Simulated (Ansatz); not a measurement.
Ansatz results at the PBE0-D4/def2-TZVP geometry: HOMO energy (PBE/def2-TZVPP) -6.23 eV; HOMO energy (PBE0/def2-TZVPP) -7.42 eV; LUMO energy (B3LYP/def2-TZVPP) -0.49 eV.

Each molecule was computed in one conformer, which needn't be the lowest.

(1) Which molecule gave them?
A. `SB(Cl)Br`
B. `CC(C)OB(N)N`
C. `[SiH3]OB(S)S`
D. `NBCl`

Results:

(1) C. The others give `SB(Cl)Br`: -7.09, -8.31, -1.61; `CC(C)OB(N)N`: -5.30, -6.74, 0.52; `NBCl`: -7.05, -8.42, -0.02.

B3LYP here is the variant with VWN-RPA as its local correlation; programs differ in this.
